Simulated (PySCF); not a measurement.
**Dipole response of Ni (nickel, neutral)**

[Ar] 3d8 4s2, high-spin 3F determinant. Computed with PySCF 2.14 in def2-TZVPPD (6s6p4d2f1g, 67 functions), with no relativity, point nucleus. Coupled (time-dependent) response in atomic units; α is the mean over directions.

| method | mean α (bohr³) | C₆ (like pair) | S(−4) |
| --- | --- | --- | --- |
| UHF | 64.57 | 559.3 | 2400 |
| PBE | 47.75 | 365.6 | 1213 |
| PBE0 | 51.45 | 407.2 | 1407 |
| r2SCANh | 50.41 | 416.6 | 1205 |

S(−4) is the Cauchy moment in α(ω) = α(0) + S(−4) ω² + …

Reference α: 49 ± 3 bohr³ (recommended; Schwerdtfeger and Nagle, table of static dipole polarizabilities (2023 update)). Published C₆: 373.0 (Chu and Dalgarno (2004); Tang, Norbeck and Certain (1976)).

Hartree-Fock lies above the reference because it lacks correlation, which contracts the outer shell.

α(iu) at PBE0:

```csv
u (hartree),α(iu) (bohr³)
0,51.45
0.0500,48.18
0.100,40.64
0.200,25.65
0.300,16.47
0.500,8.276
0.750,4.617
1.00,3.089
1.50,1.836
2.00,1.312
3.00,0.8264
5.00,0.4296
```
